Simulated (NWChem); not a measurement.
Isomers of C₂H₄BF₂N, each optimised at B3LYP/6-31G* with NWChem, gas phase unless a solvent is named. Flexible species stand in one conformer each, which need not be the lowest. Pople sets run with spherical d functions. Relative energies count from the lowest isomer at each level and are electronic, without zero-point energy, on those geometries.

A: C=C(F)B(N)F
B: C/N=C/B(F)F
C: C(/C)=N\B(F)F
D: FB(/C=C\F)N

Question: Which isomer is lowest, and do the levels agree? Levels: B3LYP/6-31G*; PBE/def2-SVP; B3LYP/def2-SVP; M06-2X/def2-SVP; PBE0/def2-SVP; PW6B95/def2-SVP; BLYP/def2-SVP.

Answer: All put C lowest.
```json
[
 {"quantity": "relative energy, B3LYP/6-31G* (kcal/mol)", "A": "36.0", "B": "23.8", "C": "0.0", "D": "32.1"},
 {"quantity": "relative energy, PBE/def2-SVP (kcal/mol)", "A": "31.4", "B": "24.8", "C": "0.0", "D": "26.7"},
 {"quantity": "relative energy, B3LYP/def2-SVP (kcal/mol)", "A": "32.7", "B": "25.3", "C": "0.0", "D": "28.2"},
 {"quantity": "relative energy, M06-2X/def2-SVP (kcal/mol)", "A": "32.4", "B": "25.4", "C": "0.0", "D": "27.7"},
 {"quantity": "relative energy, PBE0/def2-SVP (kcal/mol)", "A": "31.7", "B": "25.4", "C": "0.0", "D": "26.8"},
 {"quantity": "relative energy, PW6B95/def2-SVP (kcal/mol)", "A": "32.6", "B": "25.9", "C": "0.0", "D": "27.8"},
 {"quantity": "relative energy, BLYP/def2-SVP (kcal/mol)", "A": "32.6", "B": "24.6", "C": "0.0", "D": "28.2"}
]
```
